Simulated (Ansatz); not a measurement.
Reactions of C2H8Ge (`C[CH2][GeH3]`).

Gas-phase electronic energies from Ansatz, PBE0-D4/def2-TZVP geometries. CCSD(T)/CBS adds triple-zeta CCSD(T) − MP2 to the extrapolated MP2 energy (def2 sets, frozen cores). This one scheme is used for every species, atoms too. Functionals use def2-TZVPP. No spin–orbit coupling; open shells (•) take unrestricted orbitals. Spin–orbit coupling would lower the free atoms: a little for F. For Br, Ge outer-core shells are correlated without core-valence functions, so the limit isn't a true one: a few kJ/mol of doubt a bond, and 10 to 20 or more in all where bonds break to atoms. Scalar relativity is left out up to krypton. Each species was taken in one conformer, which may not be the lowest.

```json
{"reaction": "`C[CH2][GeH3]` + `N[SiH](O)O` → `O[SiH](O)[NH][GeH3]` + `CC`", "CCSD(T)/CBS(def2) (eV)": "?"}
{"reaction": "`C[CH2][GeH3]` + `F[C@H]1O[Si@H]1[SiH3]` → `F[C@H]1O[Si@H]1[GeH3]` + `CC[SiH3]`", "CCSD(T)/CBS(def2) (eV)": "?"}
{"reaction": "`C[CH2][GeH3]` + F• → `[CH2][CH2][GeH3]`• + H–F", "CCSD(T)/CBS(def2) (eV)": "-1.55"}
{"reaction": "`C[CH2][GeH3]` + `C[Si](O)([SiH3])S` → `C[CH2][GeH2][SiH3]` + `C[SiH](O)S`", "CCSD(T)/CBS(def2) (eV)": "?"}
{"reaction": "`C[CH2][GeH3]` + `[OH]`• → `[CH2][CH2][GeH3]`• + H₂O", "CCSD(T)/CBS(def2) (eV)": "-0.86"}
{"reaction": "`C[CH2][GeH3]` + `FCS[SiH3]` → `CC(F)S[SiH3]` + `[CH3][GeH3]`", "CCSD(T)/CBS(def2) (eV)": "-0.26"}
{"reaction": "`C[CH2][GeH3]` + HBr → `[GeH3][Br]` + `CC`", "CCSD(T)/CBS(def2) (eV)": "-0.99"}
{"reaction": "`C[CH2][GeH3]` + H–F → `[F][GeH3]` + `CC`", "CCSD(T)/CBS(def2) (eV)": "-0.68"}
{"reaction": "`C[CH2][GeH3]` + `[SiH3]`• → `[CH2][CH2][GeH3]`• + SiH₄", "CCSD(T)/CBS(def2) (eV)": "0.41"}
{"reaction": "`C[CH2][GeH3]` + `C[O][AlH2]` → `C[O][AlH][GeH3]` + `CC`", "CCSD(T)/CBS(def2) (eV)": "-0.52"}
```

Q: Fill in the missing values. (An estimate is asked.)

A: Computed: `C[CH2][GeH3]` + `N[SiH](O)O` → `O[SiH](O)[NH][GeH3]` + `CC`: -0.29 eV; `C[CH2][GeH3]` + `F[C@H]1O[Si@H]1[SiH3]` → `F[C@H]1O[Si@H]1[GeH3]` + `CC[SiH3]`: -0.24 eV; `C[CH2][GeH3]` + `C[Si](O)([SiH3])S` → `C[CH2][GeH2][SiH3]` + `C[SiH](O)S`: -0.23 eV.

Largest T1 diagnostic: 0.016, for `F[C@H]1O[Si@H]1[SiH3]`.
